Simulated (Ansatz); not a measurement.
Steps of a relaxation of C8H20Sn (`C[CH2][Sn]([CH2]C)([CH2]C)[CH2]C`) with RKS PBE-D4/def2-SVP.

```sh
$ ansatz run in.yaml --threads 5 --pin off --events-out ev --progress --plain --max-ram 66560MiB --backend cuda --devices 0, --max-vram 37GiB
```

```yaml
crystal:
  periodic: [false, false, false]
  atoms:
    - {symbol: C, position_ang: [0.421100, -1.205900, -2.743900]}
    - {symbol: C, position_ang: [0.971900, -1.474200, -1.396800]}
    - {symbol: Sn, position_ang: [0.294000, -0.032400, 0.046400]}
    - {symbol: C, position_ang: [-1.703900, -0.264300, 0.400000]}
    - {symbol: C, position_ang: [-2.216500, 0.564600, 1.568900]}
    - {symbol: C, position_ang: [0.743400, 1.977300, -0.617000]}
    - {symbol: C, position_ang: [-0.355800, 2.477500, -1.494900]}
    - {symbol: C, position_ang: [1.423500, -0.370400, 1.886000]}
    - {symbol: C, position_ang: [1.094000, -1.770400, 2.447900]}
    - {symbol: H, position_ang: [0.744800, -0.178200, -3.095300]}
    - {symbol: H, position_ang: [0.659300, -1.944900, -3.462100]}
    - {symbol: H, position_ang: [-0.715900, -1.127500, -2.667900]}
    - {symbol: H, position_ang: [2.034600, -1.419000, -1.477100]}
    - {symbol: H, position_ang: [0.630000, -2.470300, -1.048300]}
    - {symbol: H, position_ang: [-1.989300, -1.360800, 0.614100]}
    - {symbol: H, position_ang: [-2.324100, 0.067500, -0.490100]}
    - {symbol: H, position_ang: [-3.299100, 0.480200, 1.744900]}
    - {symbol: H, position_ang: [-1.695100, 0.267100, 2.519900]}
    - {symbol: H, position_ang: [-1.994900, 1.632900, 1.400900]}
    - {symbol: H, position_ang: [1.654400, 1.975900, -1.171800]}
    - {symbol: H, position_ang: [0.828900, 2.630500, 0.253100]}
    - {symbol: H, position_ang: [-0.495600, 1.774800, -2.390300]}
    - {symbol: H, position_ang: [-1.308300, 2.546800, -0.962400]}
    - {symbol: H, position_ang: [-0.139900, 3.509300, -1.867300]}
    - {symbol: H, position_ang: [1.105000, 0.346400, 2.655400]}
    - {symbol: H, position_ang: [2.460700, -0.242000, 1.710700]}
    - {symbol: H, position_ang: [0.002100, -1.930000, 2.631800]}
    - {symbol: H, position_ang: [1.662900, -1.940100, 3.380300]}
    - {symbol: H, position_ang: [1.428000, -2.548500, 1.645500]}
basis:
  gaussian: {orbitals: def2-SVP}
hamiltonian: {xc: pbe, dispersion: d4}
relax: {f_tol: 0.03, max_steps: 200}
```

Positions (Å) and forces (eV/Å) along the path, 4 of 5 steps:

```xyz
29
step=1 energy=-14434.7147 eV
C     0.421   -1.206   -2.744   -2.186    2.555    0.236
C     0.972   -1.474   -1.397   -0.803   -0.426    0.692
Sn    0.294   -0.032    0.046    2.479    0.234    0.293
C    -1.704   -0.264    0.400   -3.266   -1.058    0.062
C    -2.216    0.565    1.569    0.741    0.075    0.775
C     0.743    1.977   -0.617   -0.998   -0.368    0.569
C    -0.356    2.478   -1.495   -0.326    0.004   -1.611
C     1.423   -0.370    1.886   -2.371   -0.755    0.570
C     1.094   -1.770    2.448    0.697   -0.674   -1.610
H     0.745   -0.178   -3.095   -0.100   -0.721   -0.138
H     0.659   -1.945   -3.462    0.459   -1.201   -1.426
H    -0.716   -1.127   -2.668    0.745   -0.177   -0.416
H     2.035   -1.419   -1.477    1.581   -0.273    0.377
H     0.630   -2.470   -1.048    0.348   -0.093    0.145
H    -1.989   -1.361    0.614    0.443    0.998   -0.514
H    -2.324    0.068   -0.490    0.545   -0.505    0.252
H    -3.299    0.480    1.745   -0.318   -0.109   -0.009
H    -1.695    0.267    2.520   -0.270    0.216   -0.250
H    -1.995    1.633    1.401   -0.017    0.283    0.118
H     1.654    1.976   -1.172    1.475   -0.045   -0.487
H     0.829    2.631    0.253    0.358    0.242    0.534
H    -0.496    1.775   -2.390   -0.070    0.864    0.653
H    -1.308    2.547   -0.962   -0.576   -0.056    0.155
H    -0.140    3.509   -1.867   -0.111   -0.191   -0.188
H     1.105    0.346    2.655    0.021    0.586    0.067
H     2.461   -0.242    1.711    1.717    0.191   -0.309
H     0.002   -1.930    2.632    0.321    0.080    0.022
H     1.663   -1.940    3.380   -0.053   -0.334    0.154
H     1.428   -2.549    1.645   -0.465    0.659    1.283
29
step=2 energy=-14435.4212 eV
C     0.405   -1.212   -2.808   -0.736    0.884    0.047
C     0.990   -1.482   -1.435   -0.238   -0.024    0.300
Sn    0.391   -0.028    0.093   -0.220    0.018   -0.353
C    -1.736   -0.240    0.439   -0.713   -0.425   -0.113
C    -2.241    0.597    1.620    0.217   -0.080    0.063
C     0.698    2.011   -0.668   -0.067   -0.139    0.282
C    -0.392    2.572   -1.570   -0.204   -0.271   -0.467
C     1.410   -0.431    1.975   -0.335   -0.336    0.138
C     1.140   -1.848    2.521    0.006   -0.088   -0.616
H     0.732   -0.218   -3.202    0.000   -0.257    0.008
H     0.676   -1.971   -3.549    0.187   -0.374   -0.378
H    -0.718   -1.161   -2.791    0.362   -0.099    0.015
H     2.088   -1.455   -1.470    0.410   -0.151    0.013
H     0.679   -2.478   -1.055    0.115   -0.031    0.003
H    -1.961   -1.332    0.594    0.123    0.409    0.005
H    -2.292    0.030   -0.499    0.260   -0.022    0.255
H    -3.331    0.483    1.783   -0.128   -0.004    0.032
H    -1.738    0.317    2.575   -0.068    0.014   -0.117
H    -2.046    1.679    1.469   -0.014    0.047   -0.013
H     1.662    1.976   -1.193    0.390    0.121   -0.126
H     0.827    2.631    0.238    0.121    0.185    0.034
H    -0.555    1.933   -2.478    0.052    0.215    0.274
H    -1.369    2.635   -1.055   -0.122   -0.010    0.081
H    -0.163    3.598   -1.940    0.061   -0.055    0.053
H     1.098    0.350    2.699    0.054   -0.015    0.010
H     2.474   -0.284    1.762    0.527    0.095    0.069
H     0.057   -2.003    2.716    0.061   -0.018    0.071
H     1.690   -2.049    3.462    0.007    0.003    0.084
H     1.445   -2.649    1.786   -0.109    0.408    0.346
29
step=3 energy=-14435.4808 eV
C     0.387   -1.196   -2.815   -0.038    0.008   -0.139
C     1.002   -1.492   -1.446   -0.067    0.090    0.064
Sn    0.379   -0.026    0.074    0.200    0.044    0.052
C    -1.782   -0.247    0.449   -0.003    0.042   -0.084
C    -2.278    0.603    1.626    0.052   -0.021   -0.079
C     0.763    2.029   -0.642   -0.122   -0.118   -0.014
C    -0.383    2.514   -1.536   -0.011    0.183   -0.078
C     1.436   -0.414    1.958    0.003   -0.180    0.021
C     1.137   -1.825    2.486    0.006    0.119    0.036
H     0.720   -0.214   -3.217    0.035   -0.022    0.014
H     0.659   -1.960   -3.576    0.014   -0.002   -0.004
H    -0.724   -1.157   -2.789    0.041   -0.043    0.060
H     2.113   -1.503   -1.494   -0.068    0.042    0.019
H     0.694   -2.491   -1.071   -0.009   -0.002   -0.015
H    -1.999   -1.326    0.606    0.078    0.026    0.058
H    -2.301    0.021   -0.498    0.024    0.052    0.089
H    -3.372    0.495    1.791   -0.009    0.003   -0.002
H    -1.780    0.325    2.579    0.003   -0.022   -0.016
H    -2.079    1.685    1.470   -0.019   -0.027   -0.014
H     1.733    2.036   -1.187   -0.070   -0.056    0.023
H     0.897    2.694    0.239   -0.042   -0.086   -0.033
H    -0.533    1.867   -2.426    0.042   -0.034    0.015
H    -1.358    2.538   -1.001    0.071    0.006    0.015
H    -0.204    3.542   -1.925   -0.024   -0.011    0.028
H     1.105    0.369    2.675    0.033   -0.050    0.019
H     2.529   -0.270    1.807   -0.113    0.039   -0.051
H     0.050   -1.972    2.661   -0.017   -0.013    0.040
H     1.655   -2.034    3.447   -0.018    0.008    0.025
H     1.452   -2.618    1.777    0.029    0.024   -0.047
29
step=5 energy=-14435.4982 eV
C     0.379   -1.200   -2.835    0.003   -0.006    0.003
C     0.996   -1.473   -1.460   -0.001   -0.013   -0.005
Sn    0.380   -0.035    0.079    0.019    0.016   -0.008
C    -1.771   -0.249    0.448   -0.009   -0.004   -0.005
C    -2.269    0.616    1.608   -0.002    0.004    0.007
C     0.734    2.011   -0.639    0.006    0.001    0.006
C    -0.388    2.535   -1.541   -0.002    0.004    0.004
C     1.434   -0.439    1.961   -0.009   -0.010    0.006
C     1.136   -1.834    2.519   -0.001    0.012   -0.005
H     0.679   -0.208   -3.233   -0.001    0.002    0.003
H     0.687   -1.955   -3.590    0.001   -0.001    0.006
H    -0.731   -1.212   -2.803    0.006    0.000    0.003
H     2.106   -1.453   -1.508   -0.005    0.006    0.000
H     0.719   -2.483   -1.089   -0.001    0.001   -0.007
H    -1.971   -1.325    0.634   -0.007    0.000   -0.002
H    -2.294    0.009   -0.497    0.000   -0.011    0.004
H    -3.363    0.508    1.775   -0.003   -0.003    0.003
H    -1.770    0.353    2.565    0.002    0.003   -0.001
H    -2.077    1.696    1.433    0.000    0.001    0.000
H     1.709    2.010   -1.171   -0.003    0.000   -0.002
H     0.867    2.661    0.252   -0.006   -0.004    0.000
H    -0.526    1.904   -2.443    0.001    0.006    0.001
H    -1.366    2.556   -1.014    0.004    0.000   -0.003
H    -0.192    3.570   -1.897    0.005   -0.005    0.004
H     1.132    0.352    2.680    0.000    0.001   -0.006
H     2.520   -0.300    1.779    0.001   -0.002   -0.004
H     0.052   -1.980    2.712    0.000    0.000    0.001
H     1.662   -2.024    3.480    0.002    0.004   -0.005
H     1.448   -2.637    1.818    0.000    0.000    0.001
```

Hardware: 5 threads of an AMD EPYC 7R13 on a shared host and a share of an NVIDIA H100 80 GB. Wall time 13 s, peak host memory 0.91 GiB.
